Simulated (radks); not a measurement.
The indium ion In2+, configuration [Kr] 4d8 5p3 (not the ground configuration). Method: Dirac Kohn-Sham, PBEsol, spin-unpolarised, spherical densities, finite nucleus; open shells are shared between the two j in proportion to 2j + 1; Fermi nuclear charge, rms radius 4.6156 fm; computed with a radial shooting solver on a logarithmic mesh with Libxc functionals. Some entries of the table are withheld. Estimate them.

| orbital | occ. | eigenvalue (hartree) | <r^2> (bohr^2) |
|---|---|---|---|
| 1s1/2 | 2 | -1020.004 | 0.001195 |
| 2s1/2 | 2 | -153.8214 | (1) |
| 2p1/2 | 2 | (2) | 0.01446 |
| 2p3/2 | 4 | (3) | 0.01577 |
| 3s1/2 | 2 | -30.23625 | 0.1390 |
| 3p1/2 | 2 | -26.09536 | 0.1340 |
| 3p3/2 | 4 | -24.69595 | 0.1427 |
| 3d3/2 | 4 | -17.36680 | 0.1235 |
| 3d5/2 | 6 | -17.07983 | 0.1261 |
| 4s1/2 | 2 | -5.62749 | 0.7981 |
| 4p1/2 | 2 | -4.25912 | 0.8987 |
| 4p3/2 | 4 | -4.00554 | 0.9565 |
| 4d3/2 | 3.2 | (4) | 1.395 |
| 4d5/2 | 4.8 | (5) | 1.426 |
| 5p1/2 | 1 | -0.78373 | (6) |
| 5p3/2 | 2 | -0.75401 | (7) |

Answer. 
(1) 2s1/2 <r^2> (bohr^2): 0.01943
(2) 2p1/2 eigenvalue (hartree): -143.5604
(3) 2p3/2 eigenvalue (hartree): -135.8179
(4) 4d3/2 eigenvalue (hartree): -1.85159
(5) 4d5/2 eigenvalue (hartree): -1.81546
(6) 5p1/2 <r^2> (bohr^2): 6.976
(7) 5p3/2 <r^2> (bohr^2): 7.385
